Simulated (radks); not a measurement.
Question: The table gives one normalised radial function P(r) = r R(r) (large component) of Nb4+ in [Kr] 4d1 (r in bohr). Method: Dirac Kohn-Sham, OLYP, spin-unpolarised, spherical densities, point nucleus; open shells fill j = l - 1/2 first; computed with a radial shooting solver on a logarithmic mesh with Libxc functionals.

r	P
0.004309	0.0000
0.005701	0.0001
0.007543	0.0002
0.009981	0.0004
0.01321	0.0010
0.01747	0.0021
0.02312	0.0045
0.03059	0.0095
0.04047	0.0194
0.05355	0.0380
0.07085	0.0709
0.09375	0.1245
0.124	0.2023
0.1641	0.2970
0.2172	0.3825
0.2873	0.4104
0.3802	0.3249
0.503	0.0971
0.6656	-0.2411
0.8806	-0.5925
1.165	-0.8227
1.542	-0.8279
2.04	-0.6257
2.699	-0.3612
3.571	-0.1450
4.725	-0.0339
6.252	-0.0040
8.272	-0.0002

Which n and l does it have? It may be an empty orbital.

Answer: n = 4, l = 2: the number of nodes gives n - l - 1 = 1, the rise at small r points to l (this Dirac orbital starts as r^gamma with gamma = sqrt((l + 1)^2 - (Z/c)^2) = 2.99; the j = 5/2 orbital of l + 1 starts with the same power, but with a smaller coefficient, and then steepens), and the extent must fit the shell. The curve is that of 4d5/2; the two j differ most near the nucleus, where j = l - 1/2 has the larger amplitude, and in heavy atoms j = l - 1/2 is also the more compact. 4d5/2 (empty): eigenvalue -43.431 eV, 1 radial node at r = 0.549 bohr, <r> = 1.61 bohr, 90 % of the charge inside 2.47 bohr.
